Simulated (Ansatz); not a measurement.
```yaml
crystal:
  periodic: [false, false, false]
  atoms:
    - {symbol: O, position_ang: [1.567473, 1.468908, -0.513535]}
    - {symbol: Al, position_ang: [0.881127, 0.245408, 0.421768]}
    - {symbol: F, position_ang: [1.679910, -0.296431, 1.762629]}
    - {symbol: Si, position_ang: [-1.264547, -0.693542, -0.233959]}
    - {symbol: H, position_ang: [2.405722, 1.894081, -0.338621]}
    - {symbol: H, position_ang: [-2.275352, 0.387200, -0.393975]}
    - {symbol: H, position_ang: [-1.137650, -1.400650, -1.538039]}
    - {symbol: H, position_ang: [-1.764482, -1.662273, 0.777732]}
basis:
  gaussian: {orbitals: cc-pVTZ-PP}
hamiltonian: {xc: {name: wPBEh}}
```

```sh
$ ansatz run in.yaml --threads 2 --pin off --events-out ev --progress --plain --max-ram 4352MiB
```

Shortened log:

```
Functional definition: wPBEh
Error: <dir> the basis set cc-pVTZ-PP has no functions for O
```

Question: Something in this input is off. What?

Answer: The basis set is misnamed or doesn't suit the job. The program refused the input.
